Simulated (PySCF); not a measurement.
Isomers of C2H12NPSi2, one GFN2-xTB conformer each. Single-point energies are computed at PBE0/pcSseg-1 (PySCF, gas phase, no added dispersion term), electronic only.

Question: Rank them by PBE0/pcSseg-1 energy, lowest first (kJ/mol).
A. `[CH3:1][CH2:2][Si@H:3]([NH2:4])[SiH2:5][PH2:6]` with C1–C2–Si3–N4 -175°, C2–Si3–N4–H 179° and -42°, C2–Si3–Si5–P6 -107°, Si3–Si5–P6–H 45° and -48°
B. `[SiH3:1][NH:2][CH2:3][CH2:4][SiH2:5][PH2:6]` with Si1–N2–C3–C4 75°, N2–C3–C4–Si5 57°, C3–C4–Si5–P6 -91°, C4–Si5–P6–H -179° and 88°
C. `[CH3:1][N:2]([CH3:3])[Si@@H:4]([SiH3:5])[PH2:6]` with C1–N2–Si4–Si5 -151°, N2–Si4–P6–H -168° and -75°
D. `[CH3:1][SiH2:2][NH:3][Si@H:4]([CH3:5])[PH2:6]` with C1–Si2–N3–Si4 -174°, Si2–N3–Si4–C5 -51°, N3–Si4–P6–H -173° and 95°
E. `[CH3:1][CH2:2][NH:3][SiH2:4][PH:5][SiH3:6]` with C1–C2–N3–Si4 -89°, C2–N3–Si4–P5 176°, N3–Si4–P5–Si6 -92°
F. `[CH3:1][CH2:2][NH:3][SiH2:4][SiH2:5][PH2:6]` with C1–C2–N3–Si4 -143°, C2–N3–Si4–Si5 49°, N3–Si4–Si5–P6 58°, Si4–Si5–P6–H -61° and -154°

Answer: D (0.0), A (99.4), E (128.4), F (150.2), B (172.4), C (183.4).

As drawn, the lowest has an N–H bond and an Si–C bond, which the highest lacks; the highest has an Si–Si bond, which the lowest lacks. GFN2-xTB itself gives, in the same order: 0.0, 97.1, 2.8, 68.4, 43.3, 66.0. Both levels put the same isomer lowest; measured from each level's own lowest isomer, the values differ by up to 129.1 kJ/mol ([SiH3]NCC[SiH2]P: 43.3 against 172.4).

Which frontier levels, dipoles and rotational constants go with these structures?

```json
{"SMILES": "C[SiH2]N[Si@H](C)P", "HOMO (eV, PBE0/pcSseg-1)": "-7.19", "LUMO (eV)": "0.35", "dipole (D)": "0.93", "A, B, C (MHz)": "3061, 834.3, 697.3"}
{"SMILES": "CC[Si@H](N)[SiH2]P", "HOMO (eV, PBE0/pcSseg-1)": "-6.64", "LUMO (eV)": "-0.27", "dipole (D)": "2.04", "A, B, C (MHz)": "2266, 959.1, 759.5"}
{"SMILES": "CCN[SiH2]P[SiH3]", "HOMO (eV, PBE0/pcSseg-1)": "-6.82", "LUMO (eV)": "0.03", "dipole (D)": "1.50", "A, B, C (MHz)": "3058, 826.3, 715.6"}
{"SMILES": "CCN[SiH2][SiH2]P", "HOMO (eV, PBE0/pcSseg-1)": "-6.77", "LUMO (eV)": "-0.21", "dipole (D)": "2.13", "A, B, C (MHz)": "2018, 1075, 799.9"}
{"SMILES": "[SiH3]NCC[SiH2]P", "HOMO (eV, PBE0/pcSseg-1)": "-6.88", "LUMO (eV)": "0.27", "dipole (D)": "1.28", "A, B, C (MHz)": "2253, 1145, 834.3"}
{"SMILES": "CN(C)[Si@@H]([SiH3])P", "HOMO (eV, PBE0/pcSseg-1)": "-6.37", "LUMO (eV)": "-0.25", "dipole (D)": "1.10", "A, B, C (MHz)": "1654, 1584, 878.8"}
```
